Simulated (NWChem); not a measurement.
CHBrCl$_{2}$; SMILES ClC(Cl)Br

All runs: NWChem. This build's default masses of Se (78.918 u) and Br (79.917 u) are each other's, which moves their modes by up to 0.6 %. Each level has its own optimisation; frequencies are unscaled.

For level PBE0/def2-SVP:

```yaml
r C–Cl (Å): 1.761
highest harmonic frequency (cm⁻¹): 3196
lowest (cm⁻¹): 218
zero-point energy (kcal/mol): 12.2
dipole (D): 1.10
```

**Question.** Estimate the same quantities for level Hartree-Fock/STO-3G.

**Answer.** 
| Item | Value |
|---|---|
| r C–Cl (Å) | 1.818 |
| highest harmonic frequency (cm⁻¹) | 3631 |
| lowest (cm⁻¹) | 238 |
| zero-point energy (kcal/mol) | 14.3 |
| dipole (D) | 1.87 |
